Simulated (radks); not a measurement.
Excited configurations of O III: one electron is placed in a higher orbital outside [He] 2s2 2p1. The ground configuration is [He] 2s2 2p2. Calculated with a radial shooting solver on a logarithmic mesh with Libxc functionals: scalar-relativistic Kohn-Sham, BLYP, spin-polarised, spherical densities, point nucleus; open shells are filled with parallel spins first. Excitation = E - E(ground); binding = E(ion) - E, where the ion is the core of charge +3; n* = 3/sqrt(2 binding) in atomic units, and the quantum defect is n - n*.

| outer orbital | excitation (eV) | binding (eV) | quantum defect | eigenvalue (eV) |
|---|---|---|---|---|
| 3s | 33.413 | 22.105 | 0.646 | -18.696 |
| 5p | 49.219 | 6.298 | 0.591 | -5.388 |
| 5d | 49.860 | 5.657 | 0.348 | -4.787 |
| 5f | 50.310 | 5.207 | 0.151 | -4.324 |
| 7p | 52.338 | 3.180 | 0.794 | -2.755 |

The Delta-SCF ionisation energy is 55.518 eV (NIST Atomic Spectra Database: 54.936 eV, semi-empirical). Self-interaction in the functional shifts the binding energies and quantum defects, so they are the method's values and not measured ones. Open shells are spherical and high-spin; term and fine-structure splittings are not resolved.
